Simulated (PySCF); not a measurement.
## A small calculation by hand: entropy of an ideal gas

ZnH₂, SMILES [ZnH2].

Geometry optimised at PBE-D3(BJ)/def2-TZVPD. The isomer is the one that the SMILES or the coordinates give; other isomers of the formula were not compared.

PBE-D3(BJ)/def2-TZVPD run with PySCF 2.14.0 gives the harmonic wavenumbers 647, 647, 1875, 1875 cm⁻¹ and the rotational temperature 5.0346 K. The molar mass is 67.40 g/mol, the symmetry number 2, the spin multiplicity 1.

Task: Work out the entropy at 298.15 K and 1 atm in the rigid-rotor, harmonic-oscillator model.

Result: 
Translation (Sackur–Tetrode at 1 atm): S = R[1.5 ln M + 2.5 ln T − 1.16487] = 161.3 J/(mol K).
Rotation: q = T/(σ θ) = 29.6, S = R[ln q + 1] = 36.5 J/(mol K).
Vibration: with u = 1.4388 ν/T, each mode gives R[u/(e^u − 1) − ln(1 − e^−u)]:
```json
[
 {"ν (cm⁻¹)": "647", "modes": "2", "u": "3.12", "S (J/(mol K))": "3.14"},
 {"ν (cm⁻¹)": "1875", "modes": "2", "u": "9.05", "S (J/(mol K))": "0.02"}
]
```
These are all the modes. Sum 3.2 J/(mol K).
Spin: R ln 1 = 0.0 J/(mol K).
Total 200.9 J/(mol K); the program's own thermochemistry gives 200.9. Translation makes up 80 % and vibration 2 %. Anharmonicity, hindered rotation and orbital degeneracy are left out.
